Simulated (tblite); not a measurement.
Computed values, GFN2-xTB/tblite, gas phase, harmonic and unscaled. The method is semi-empirical: single wavenumbers can be off by several per cent or more. Modes of hydrogen on silicon can be 10 to 20 % off. One conformer each. Thermal functions are those of the rigid rotor and harmonic oscillator, without mixing of conformers.

Question: Order these by their ideal-gas entropy at 298.15 K and 1 bar, highest first (cal/(mol K)).
A. `C=C(C)O[SiH-]OC`
B. `[SiH3]c1ccoc1-c1ccco1`
C. `C=C[SiH2][C@@](C)(Cl)CC`
D. `C=C(Cl)O[SiH3]`

Answer: C (107.9), B (99.7), A (95.3), D (82.7).

```
                 SMILES  atoms  mass (u)  symmetry number  modes under 300 cm⁻¹  ZPE (kcal/mol)  S translation (cal/(mol K))  S rotation  S vibration      S    Cp
C=C[SiH2][C@@](C)(Cl)CC     21    148.05                1                     9           106.0                         40.9        29.8         37.2  107.9  44.2
  [SiH3]c1ccoc1-c1ccco1     19    164.03                1                     6            82.6                         41.2        30.5         28.0   99.7  41.5
        C=C(C)O[SiH-]OC     16    117.04                1                     8            75.5                         40.2        28.3         26.8   95.3  35.2
         C=C(Cl)O[SiH3]     10    107.98                1                     3            38.0                         40.0        27.2         15.5   82.7  26.0
```

Entropies and Cp are for 298.15 K and 1 bar.
